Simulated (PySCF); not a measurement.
Cartesian coordinates in Å; atom numbers follow the order of the lines, from 1:
```xyz
18

O     1.0521    3.3381   -0.4428
C     0.2901    2.4115   -0.3172
C     0.6893    1.0133   -0.1376
C     2.0440    0.6781   -0.1036
C     2.4481   -0.6289    0.0631
C     1.4915   -1.6256    0.1983
C     0.1453   -1.3159    0.1677
C    -0.2761   -0.0009    0.0004
O    -1.5732    0.3296   -0.0324
Si   -2.9672   -0.5125    0.0900
H    -0.8041    2.5653   -0.3299
H     2.7599    1.4792   -0.2120
H     3.4973   -0.8784    0.0885
H     1.7960   -2.6535    0.3291
H    -0.6004   -2.0894    0.2729
H    -3.9041    0.5888   -0.0429
H    -3.0370   -1.1931    1.3839
H    -3.0603   -1.4994   -0.9871
```

Relativity neglected, a single conformation, equivalent nuclei averaged, gas phase. Structure optimised with GFN2-xTB; GIAO PBE0/pcSseg-1 shieldings; PySCF 2.14.0 with density-fitted response routines.

δ = σ(ref) − σ, references computed at the same level: TMS for $^{13}$C (σ = 186.93 ppm), $^{1}$H (σ = 31.72 ppm), $^{29}$Si (σ = 349.16 ppm); $^{17}$O (σ = 336.08 ppm) vs H2O.

```json
{"atoms": "C6", "nucleus": "$^{13}$C", "count": "1", "Hirshfeld charge": "-0.03", "δ (ppm)": "141.2"}
{"atoms": "C3", "nucleus": "$^{13}$C", "count": "1", "Hirshfeld charge": "-0.04", "δ (ppm)": "130.2"}
{"atoms": "H13", "nucleus": "$^{1}$H", "count": "1", "Hirshfeld charge": "0.05", "δ (ppm)": "?"}
{"atoms": "H15", "nucleus": "$^{1}$H", "count": "1", "Hirshfeld charge": "0.05", "δ (ppm)": "6.89"}
{"atoms": "C5", "nucleus": "$^{13}$C", "count": "1", "Hirshfeld charge": "-0.05", "δ (ppm)": "126.8"}
{"atoms": "Si10", "nucleus": "$^{29}$Si", "count": "1", "Hirshfeld charge": "0.40", "δ (ppm)": "-40.9"}
{"atoms": "H16/H17/H18", "nucleus": "$^{1}$H", "count": "3", "Hirshfeld charge": "-0.07", "δ (ppm)": "5.26"}
{"atoms": "O1", "nucleus": "$^{17}$O", "count": "1", "Hirshfeld charge": "-0.23", "δ (ppm)": "658.9"}
{"atoms": "H14", "nucleus": "$^{1}$H", "count": "1", "Hirshfeld charge": "0.06", "δ (ppm)": "7.78"}
{"atoms": "C7", "nucleus": "$^{13}$C", "count": "1", "Hirshfeld charge": "-0.07", "δ (ppm)": "?"}
{"atoms": "H11", "nucleus": "$^{1}$H", "count": "1", "Hirshfeld charge": "0.03", "δ (ppm)": "?"}
{"atoms": "H12", "nucleus": "$^{1}$H", "count": "1", "Hirshfeld charge": "0.05", "δ (ppm)": "8.42"}
{"atoms": "C2", "nucleus": "$^{13}$C", "count": "1", "Hirshfeld charge": "0.11", "δ (ppm)": "192.8"}
{"atoms": "C4", "nucleus": "$^{13}$C", "count": "1", "Hirshfeld charge": "-0.03", "δ (ppm)": "?"}
{"atoms": "C8", "nucleus": "$^{13}$C", "count": "1", "Hirshfeld charge": "0.09", "δ (ppm)": "?"}
{"atoms": "O9", "nucleus": "$^{17}$O", "count": "1", "Hirshfeld charge": "-0.18", "δ (ppm)": "87.5"}
```

**Question.** Complete the table.

**Answer.** 
- C8: 165.2 ppm, aromatic carbon bearing oxygen; σ withdrawal by the attached heteroatom moves it downfield of the ring CH carbons
- C4: 135.6 ppm, aromatic CH; the aromatic region
- C7: 119.9 ppm, aromatic CH; resonance donation from the substituent shields this position
- H11: 10.83 ppm, hydrogen on an aldehyde carbonyl carbon; the formyl region, downfield of aromatic protons
- H13: 7.41 ppm, hydrogen on an aromatic CH; aromatic region

Shifts are as computed. Against solution values, carbons near 30 ppm lie about +3 ppm off and those near 130 ppm about +5 ppm. Of 1211 compounds with measured shifts, 218 miss one by over three times the rms of a fit or turn the order of signals round; such compounds aren't used in these exercises. Unscaled 17O shifts of doubly bonded oxygen tend to come out too high, by tens of ppm or more. Experimental scales use liquid or dissolved standards, which lie at an offset from isolated H2O (liquid H2O: subtract about 36 ppm).
